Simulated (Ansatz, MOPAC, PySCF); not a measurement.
Stepwise substitution at one centre (Sn H-Cl). Isolated molecules, 0 K electronic values unless said otherwise. Strings in code marks are SMILES.

Quantity: vertical ionisation energy (energy after one electron is removed minus that of the parent at the parent's geometry), in eV.

Level 1: frozen-core MP2/def2-TZVPP // B3LYP-D3(BJ)/def2-TZVP (Ansatz, an electronic-structure program)
Level 2: minus the HOMO energy of HF/6-31G* (LANL2DZ on Sn) // B3LYP-D3(BJ)/def2-TZVP (PySCF)
Level 3: minus the HOMO energy of PBE-D3(BJ)/def2-TZVP // B3LYP-D3(BJ)/def2-TZVP (PySCF)
Level 4: minus the HOMO energy of PM6 // B3LYP-D3(BJ)/def2-TZVP (MOPAC)

```
species           level 1  level 2  level 3  level 4
----------------  -------  -------  -------  -------
`[Cl][SnH2][Cl]`    11.67    12.34     7.58    11.01
`[SnH4]`            11.67    12.30     7.93    11.28
`[Cl][SnH3]`        11.28    11.88     7.24    10.60
```
